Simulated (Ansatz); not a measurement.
Level of theory: frozen-core CCSD(T)/cc-pVTZ // B3LYP-D3(BJ)/def2-TZVP run with Ansatz (a program for electronic structure).

Ansatz 0.2 input:
```yaml
crystal:
  periodic: [false, false, false]
  atoms:
    - { symbol: O, position_ang: [-1.688647, -0.640194, -0.012601] }
    - { symbol: Al, position_ang: [-0.108966, -0.033615, -0.001594] }
    - { symbol: O, position_ang: [0.159908, 1.635002, -0.050975] }
    - { symbol: S, position_ang: [1.624148, -1.353523, 0.075577] }
    - { symbol: H, position_ang: [-1.927076, -1.567021, 0.014443] }
    - { symbol: H, position_ang: [-0.546916, 2.28137, -0.085347] }
    - { symbol: H, position_ang: [2.487552, -0.322017, 0.060499] }
basis:
  gaussian: { orbitals: cc-pVTZ }
correlation:
  method: ccsd_t
```

Output:

```
Functional definition: HF
1010 factors; integrals over basis functions are off by at most 9.1e-4 eV
mean field evaluation 1: about -21524.1644 eV, gradient 5.2e1 eV
mean field evaluation 2: about -21524.3069 eV, gradient 5.3e1 eV
mean field evaluation 4: about -21529.1935 eV, gradient 2.7e0 eV
mean field evaluation 8: about -21529.2482 eV, gradient 2.5e-1 eV
mean field evaluation 16: about -21524.1641 eV, gradient 5.2e1 eV
mean field -21529.24866213 eV, -791.1852952842 hartree, gradient 2.8e-6 eV, S^2 0.000000; 0 other end points of the search recorded, 0 dependent functions left out
12 core orbitals not correlated
reference -21529.24866213 eV, -791.1852952842 hartree; 12, 12 occupied and 146, 146 virtual orbitals, 1010 factors
second order -20.05542346 eV of doubles, -0.00000000 eV of singles
cycle   1  -20.16062964 eV  change   -1.1e-1 eV  update   9.2e-2
cycle   2  -20.58635287 eV  change   -4.3e-1 eV  update   2.7e-2
cycle   3  -20.68997484 eV  change   -1.0e-1 eV  update   1.4e-2
cycle   4  -20.67682625 eV  change    1.3e-2 eV  update   3.2e-3
cycle   5  -20.67586896 eV  change    9.6e-4 eV  update   1.4e-3
cycle   6  -20.67627370 eV  change   -4.0e-4 eV  update   4.0e-4
cycle   7  -20.67596218 eV  change    3.1e-4 eV  update   1.5e-4
cycle   8  -20.67593105 eV  change    3.1e-5 eV  update   4.4e-5
cycle   9  -20.67595099 eV  change   -2.0e-5 eV  update   1.7e-5
perturbative correction -0.77583434 eV, -0.0285113860 hartree
Total energy: -21550.70044745 eV, -791.9736338543 hartree
```

Cost: very roughly 60 core-seconds.
